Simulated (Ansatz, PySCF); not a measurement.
This singlet lies 1.18 eV below the relaxed triplet at the level B3LYP/cc-pVTZ // PBE0-D3(BJ)/def2-TZVP (Ansatz, a quantum-chemistry and plane-wave program).

Cartesian coordinates (Å):
```xyz
5

C      1.9676     0.1771    -0.1252
N      0.8312    -0.1267    -0.0305
C     -0.3736    -0.7217     0.2505
O     -1.3513    -0.0606    -0.2833
H     -1.0738     0.7320    -0.7846
```
Charge 0, multiplicity 1.

Problem. Give the HOMO–LUMO gap, HOMO, total energy, LUMO and dipole moment at the level PBE0-D3(BJ)/def2-TZVP run with PySCF.

Solution. 
```yaml
HOMO–LUMO gap: 4.86 eV
HOMO: -7.78 eV
total_energy: -206.4909 Ha
LUMO: -2.92 eV
dipole_moment: 2.71 D
```
